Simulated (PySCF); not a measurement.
A small calculation by hand: entropy of an ideal gas

SnH4, SMILES [SnH4].

The structure is a stationary point at B3LYP-D3(BJ)/def2-TZVPD. The isomer is the one that the SMILES or the coordinates give; other isomers of the formula were not compared. The def2 effective core potentials stand for the cores of Sn; spin–orbit coupling is left out.

B3LYP-D3(BJ)/def2-TZVPD (PySCF) gives the harmonic wavenumbers 683, 683, 683, 750, 750, 1933, 1935, 1935, 1935 cm⁻¹ and the rotational temperatures 3.0912, 3.0912, 3.0912 K. The molar mass is 122.74 g/mol, the symmetry number 12, the spin multiplicity 1.

Q: Work out the entropy at 298.15 K and 1 atm in the rigid-rotor, harmonic-oscillator model.

A: 
Translation (Sackur–Tetrode at 1 atm): S = R[1.5 ln M + 2.5 ln T − 1.16487] = 168.7 J/(mol K).
Rotation: q = (√π/σ) T^1.5/√(θA θB θC) = 140, S = R[ln q + 3/2] = 53.6 J/(mol K).
Vibration: with u = 1.4388 ν/T, each mode gives R[u/(e^u − 1) − ln(1 − e^−u)]:
```tsv
ν (cm⁻¹)	modes	u	S (J/(mol K))
683	3	3.30	4.10
750	2	3.62	2.11
1933	1	9.33	0.01
1935	3	9.34	0.02
```
These are all the modes. Sum 6.2 J/(mol K).
Spin: R ln 1 = 0.0 J/(mol K).
Total 228.5 J/(mol K); the program's own thermochemistry gives 228.5. Translation makes up 74 % and vibration 3 %. Anharmonicity, hindered rotation and orbital degeneracy are left out.
